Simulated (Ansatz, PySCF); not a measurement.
Species: CHBFO (charge 0, doublet). It need not be the lowest isomer of its formula. 
Geometry from a B3LYP-D3(BJ)/def2-TZVP (Ansatz, a program for electronic structure) optimisation:
```
C
O 1 1.2220
H 1 1.1085 2 121.13
B 1 1.5590 3 119.73 2 -171.72
F 4 1.2938 1 133.64 3 -107.06
```
Charge 0, spin multiplicity 2.

Wanted: atomisation energy (electronic, to ground-state atoms), in kcal/mol. Cores are frozen in the correlated levels unless marked. Open shells are spin-unrestricted. Spin-orbit coupling is left out. No relativistic terms. The coupled-cluster limit lacks core correlation, which all-electron functionals hold. CBS marks a two-point X^-3 extrapolation of the correlation energy; Hartree-Fock from the larger set. [CCSD(T)-MP2]/basis is that difference in the basis named.

| level | program | atomisation energy (kcal/mol) |
|---|---|---|
| HF/6-31G* | Ansatz | 345.3 |
| HF-D4/def2-TZVPD | PySCF + dftd4 | 352.7 |
| TPSS-D3(BJ)/def2-TZVPD | PySCF + dftd3 | 500.7 |
| TPSSh-D3(BJ)/def2-TZVPD | PySCF + dftd3 | 493.6 |
| PW6B95-D3(BJ)/def2-TZVPD | PySCF + dftd3 | 497.9 |
| PW6B95-D4/def2-TZVPD | PySCF + dftd4 | 498.5 |
| B2PLYP/def2-TZVPD | Ansatz | 492.4 |
| RI-MP2/cc-pVTZ | Ansatz | 494.9 |
| SCS-MP2/6-31G | Ansatz | 398.1 |
| RI-MP2/CBS(cc-pVTZ,cc-pVQZ)+[CCSD(T)-MP2]/cc-pVTZ | Ansatz | 490.9 |

The UHF reference is spin-contaminated (<S^2> 0.12 over the pure value in the largest basis).
